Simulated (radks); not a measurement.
Gd4+, 60 electrons, occupied as [Xe] 4f5 5d1 (not the ground configuration). All-electron calculation, scalar-relativistic Kohn-Sham, r2SCAN, spin-polarised, spherical densities, finite nucleus; open shells are filled with parallel spins first (spin-orbit coupling, left out, can overturn this in heavy ions); meta-GGA in the generalised Kohn-Sham scheme; Fermi nuclear charge, rms radius 5.1569 fm. Program: a radial shooting solver on a logarithmic mesh with Libxc functionals. Some entries of the table are withheld. Estimate them.

| orbital | occ. | eigenvalue (hartree) | <r^2> (bohr^2) | r(max) (bohr) |
|---|---|---|---|---|
| 1s down | 1 | -1845.761 | 0.0006551 | 0.01392 |
| 1s up | 1 | -1845.760 | 0.0006551 | 0.01392 |
| 2s up | 1 | -307.2889 | 0.01028 | 0.07897 |
| 2s down | 1 | -307.2856 | 0.01027 | 0.07897 |
| 2p up | 3 | -273.5551 | 0.008287 | 0.06396 |
| 2p down | 3 | -273.5522 | 0.008287 | 0.06396 |
| 3s up | 1 | -70.14887 | 0.06812 | 0.2240 |
| 3s down | 1 | -70.04591 | 0.06799 | 0.2239 |
| 3p up | 3 | -59.64473 | 0.06838 | 0.2199 |
| 3p down | 3 | -59.54134 | 0.06823 | 0.2198 |
| 3d up | 5 | -45.76225 | 0.05761 | 0.1804 |
| 3d down | 5 | -45.68026 | 0.05742 | 0.1803 |
| 4s up | 1 | -16.02002 | 0.3419 | 0.5149 |
| 4s down | 1 | -15.78006 | 0.3422 | 0.5147 |
| 4p up | 3 | -12.52034 | 0.3841 | 0.5368 |
| 4p down | 3 | -12.28103 | 0.3846 | 0.5365 |
| 4d up | 5 | -7.65681 | 0.4560 | 0.5563 |
| 4d down | 5 | -7.41724 | 0.4584 | 0.5561 |
| 5s up | 1 | -3.60458 | 1.807 | 1.163 |
| 5s down | 1 | -3.48276 | 1.853 | 1.174 |
| 5p up | 3 | (1) | 2.307 | 1.293 |
| 5p down | 3 | (2) | 2.363 | 1.306 |
| 4f up | 5 | -2.34891 | 0.7174 | 0.5515 |
| 4f down | 0 | -2.11941 | 0.7549 | 0.5534 |
| 5d up | 1 | (3) | 3.909 | 1.609 |
| 5d down | 0 | (4) | 3.964 | 1.625 |

Answer. 
(1) 5p up eigenvalue (hartree): -2.66829
(2) 5p down eigenvalue (hartree): -2.56622
(3) 5d up eigenvalue (hartree): -1.46911
(4) 5d down eigenvalue (hartree): -1.37872
